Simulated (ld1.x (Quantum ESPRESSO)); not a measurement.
## tantalum (Ta): one change to an RRKJ potential, before and after

ld1.x (Quantum ESPRESSO) 7.5 input, shortened:

```
&input
   title='Ta', zed=73., rel=1, dft='PBESOL', iswitch=3,
   config='[Xe] 4f14 5d3 6s1.5 6p0'
 /
 &inputp
   pseudotype=2, tm=.false., rho0=0.02, lloc=0,
   nlcc=.false.
 /
3
5P  2  1   6.00   0.00  1.75  1.75  0.0
5D  3  2   3.00   0.00  1.75  1.75  0.0
6S  1  0   1.50   0.00  2.35  2.35  0.0
 &test
   configts(1)='5p6 5d3 6s1.5 6p0'
 /
```

All-electron outer shells of the reference configuration (PBEsol, scalar-relativistic, ld1.x):

| shell | level (eV) | outermost node (bohr) | outermost maximum (bohr) |
| --- | --- | --- | --- |
| 5p | -42.88 | 0.58 | 1.13 |
| 4f | -28.19 | – | 0.44 |
| 6s | -8.48 | 1.32 | 2.71 |
| 5d | -6.95 | 0.65 | 1.58 |
| 6p | -3.87 | 1.59 | 3.61 |

Change: core correction a·sin(br)/r model core inside 0.86 bohr.

Cutoffs: the cutoffs (Ry, on a coarse ladder) from which the occupation-weighted sum of valence levels, in a spherical-Bessel basis at the reference potential, stays within 10 and 1 mRy of its value at 400 Ry; they do not see the model core or the augmentation charge, which bear on the density cutoff. Errors are all-electron minus pseudo energies relative to the spin-unpolarised reference configuration.

Problem. How do hardness, ghosts and transferability respond?

Solution. The potential gets neither clearly harder nor softer (45 Ry and 70 Ry → 45 Ry and 70 Ry); of the 7 tests that both files solve, the error grows in 4 and shrinks in 0 by more than 15 % and 0.3 meV (median size 36.7 → 57.1 meV); neither file shows a bound ghost. A model core, the more so a compact one, raises the density cutoff, which this test does not measure.

```csv
quantity,base,changed
"cutoff, loose",45 Ry,45 Ry
"cutoff, tight",70 Ry,70 Ry
bound ghosts,none,none
"error for 5p6 5d3 6s2 6p0, meV [ΔE -3.48 eV]",+0.5,+0.3
"error for 5p6 5d3 6s1 6p0, meV [ΔE 5.03 eV]",-2.7,-3.1
"error for 5p6 5d3 6s0 6p0, meV [ΔE 20.00 eV]",-17,-27
"error for 5p6 5d2 6s0 6p0, meV [ΔE 43.61 eV]",-37,-80
"error for 5p5 5d3 6s2 6p0, meV [ΔE 41.54 eV]",-305,-368
"error for 5p6 5d3 6s1 6p1, meV [ΔE 0.74 eV]",-448,-449
"error for 5p6 5d4 6s0 6p0, meV [ΔE 6.45 eV]",-49,-57
s: phases at 2.56 bohr within 0.05 rad from the reference energy up to (Ry; the scan ends near 5),1.4,1.4
p: phases at 2.56 bohr within 0.05 rad from the reference energy up to (Ry; the scan ends near 5),-1.1,-1.1
d: phases at 2.56 bohr within 0.05 rad from the reference energy up to (Ry; the scan ends near 5),1.4,1.4
```
